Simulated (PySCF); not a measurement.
How methods differ on the ionisation energy of Ce+

Ce+ [Xe] 4f1 5d2 (high-spin determinant) → Ce(2+) [Xe] 4f2 (high-spin determinant), as a difference of total energies. All numbers are calculated (PySCF 2.14, the spin-free X2C one-electron Hamiltonian (Gaussian nucleus), in ANO-RCC-VTZP). Correlated levels: valence: [Kr] 4d10 frozen. The calculations carry no spin-orbit coupling.

```tsv
method	ionisation energy (eV)	plus first-order spin-orbit estimate	difference from reference of that sum (eV)
UHF	11.171	11.216	+0.260
MP2 (valence)	11.263	11.308	+0.352
SCS-MP2 (valence)	11.271	11.316	+0.360
CCSD (valence)	11.355	11.401	+0.445
CCSD(T) (valence)	11.365	11.410	+0.454
```

Reference: 10.956 ± 0.02 eV (semi-empirical (NIST evaluation); NIST Atomic Spectra Database, ionization energies).

A first-order spin-orbit estimate (lowest level to lowest level, LS coupling) adds 0.046 eV.

The ground level that NIST lists for one species does not belong to the high-spin term computed here, so part of any gap is the choice of state.

Errors of the correlated levels include the incompleteness of this basis and the frozen core.

The determinant of Ce+ and of Ce(2+) mixes LS terms, which raises its energy above the lowest term, most at the Hartree-Fock and MP2 levels.
